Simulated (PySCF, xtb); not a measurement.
ClH5N2OSn, SMILES [Sn]([NH2])([OH])([Cl])[NH2]. One conformer was computed; it need not be the lowest.

Harmonic wavenumbers (cm⁻¹) from GFN2-xTB run with xtb 6.7.1 at its own minimum, in rising order: 90, 101, 111, 119, 131, 140, 146, 226, 305, 424, 494, 519, 743, 760, 769, 791, 820, 1462, 1469, 3371, 3380, 3399, 3410, 3644.

What does PBE-D3(BJ)/def2-SVP in PySCF give at its own minimum? (An estimate is asked for; the answer gives what the named calculation found.)

75, 101, 137, 142, 150, 159, 186, 247, 348, 527, 552, 601, 658, 677, 839, 852, 882, 1481, 1488, 3394, 3400, 3494, 3503, 3702. Paired by order, the mean absolute difference is 47 cm⁻¹ and the zero-point energies are 38.3 and 39.4 kcal/mol.
